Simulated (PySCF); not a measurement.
**Radial density of N²⁺ (nitrogen, charge +2)**

PBEsol, [He] 2s2 3d1, 2D determinant (an excited configuration). Computed with PySCF 2.14 in aug-cc-pwCVTZ (7s6p4d2f, 59 functions), with no relativity, point nucleus.

| r (bohr) | 4πr²ρ (e/bohr) | 4πr²(ρα − ρβ) |
| --- | --- | --- |
| 0.00424 | 0.04469 | 0.0000 |
| 0.00713 | 0.1219 | -0.0001 |
| 0.0120 | 0.3212 | -0.0001 |
| 0.0202 | 0.8118 | -0.0004 |
| 0.0339 | 1.893 | -0.0008 |
| 0.0571 | 3.887 | -0.0017 |
| 0.0960 | 6.407 | -0.0025 |
| 0.161 | 7.358 | -0.0021 |
| 0.272 | 4.649 | 0.0001 |
| 0.457 | 1.562 | 0.0004 |
| 0.768 | 1.874 | 0.0164 |
| 1.29 | 1.530 | 0.1352 |
| 2.17 | 0.5298 | 0.3618 |
| 3.66 | 0.2625 | 0.2611 |
| 6.15 | 0.003419 | 0.0034 |

The outer electron is Rydberg-like, and this basis confines it to a smaller radius and binds it less than a complete one would.

(1) Where is the radial spin density 4πr²(ρα − ρβ) most negative, and why is it negative at all?

Results:

(1) Around r = 0.0960 bohr, down to -0.0025 e/bohr: exchange with the open shell polarises the paired shells in an unrestricted calculation.
